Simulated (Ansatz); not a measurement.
Z-matrix (Å, degrees):
```
In
O 1 1.9883
H 2 0.9639 1 111.89
O 1 1.9884 2 120.01 3 -180.00
H 4 0.9639 1 111.90 2 0.00
O 1 1.9884 2 120.01 3 0.00
H 6 0.9639 1 111.89 2 -180.00
```
Charge 0, multiplicity 1.

The numbers are results of frozen-core CCSD(T)/def2-TZVPP // B3LYP-D3(BJ)/def2-TZVP (Ansatz, a program for electronic structure), not measurements.

- HF energy: -415.69153 Ha
- MP2 correlation energy: -1.02190 Ha

Q: Estimate the CCSD correlation energy, the (T) correction, the total energy and the T1 diagnostic.

A: 
* **CCSD correlation energy**: -1.01470 Ha
* **(T) correction**: -0.03661 Ha
* **CCSD(T) total energy**: -416.74284 Ha
* **T1 diagnostic**: 0.018
